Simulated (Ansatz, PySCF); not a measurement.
Ways to break one bond of N[SiH](N)N:

A. N[SiH](N)N → N[Si](N)N + H atom
B. N[SiH](N)N -> [NH][SiH](N)N + H atom
C. N[SiH](N)N → N[SiH]N + [NH2] (NH2)

Quantity: bond dissociation energy (enthalpy at 298 K, with B3LYP-D3(BJ) rigid-rotor harmonic-oscillator terms from PySCF), kcal/mol. Geometries: B3LYP-D3(BJ)/def2-TZVP minima from Ansatz (a program for electronic structure), one conformer each, not searched for the lowest. Cores are frozen in the correlated levels unless marked. UHF or UKS for open shells. Spin-orbit coupling is left out. No relativistic terms. Basis-set limits of correlation are two-point, X^-3; Hartree-Fock from the larger set.

|  | HF/aug-cc-pV(T+d)Z (Ansatz) | RI-HF/cc-pV(Q+d)Z (Ansatz) | CCSD/aug-cc-pV(T+d)Z (Ansatz) | CCSD(T)/CBS(aug-cc-pV(T+d)Z,aug-cc-pV(Q+d)Z) (Ansatz) |
|---|---|---|---|---|
| A | 77.4 | 77.9 | 95.3 | 96.4 |
| B | 81.4 | 81.4 | 110.2 | 113.2 |
| C | 82.2 | 82.8 | 107.5 | 112.6 |
